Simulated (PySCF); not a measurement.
## Excitation energy of Mn⁺ by level of theory

Mn⁺ [Ar] 3d5 4s1 (7S) → Mn⁺ [Ar] 3d4 4s1 4p1 (high-spin determinant), as a difference of total energies. Computed with PySCF 2.14 in x2c-QZVPPall, with scalar relativity by spin-free X2C-1e. Correlated levels: valence: [Ar] frozen; valence and next inner shell: [Ne] frozen. The calculations carry no spin-orbit coupling.

```
                                method  excitation energy (eV)
                                   UHF                   9.279
                                   LDA                  10.937
                                   PBE                  10.640
                                  PBE0                  10.438
                                r2SCAN                  10.513
                               r2SCANh                  10.457
                                 wB97X                  10.297
                                M06-2X                  10.055
                                 B3LYP                  10.440
                         MP2 (valence)                  10.026
                     SCS-MP2 (valence)                   9.528
    MP2 (valence and next inner shell)                  10.454
SCS-MP2 (valence and next inner shell)                   9.986
```

Task: How much does correlation contribute at MP2 (valence and next inner shell)?

Result: 10.454 − (9.279) = 1.175 eV, measured against UHF.

A first-order spin-orbit estimate (lowest level to lowest level, LS coupling) adds -0.103 eV.

The basis was made for the ground configuration and has no added diffuse functions, so the excitation energy can come out too high.

The determinant of the upper state mixes LS terms, which raises its energy above the lowest term, most at the Hartree-Fock and MP2 levels.
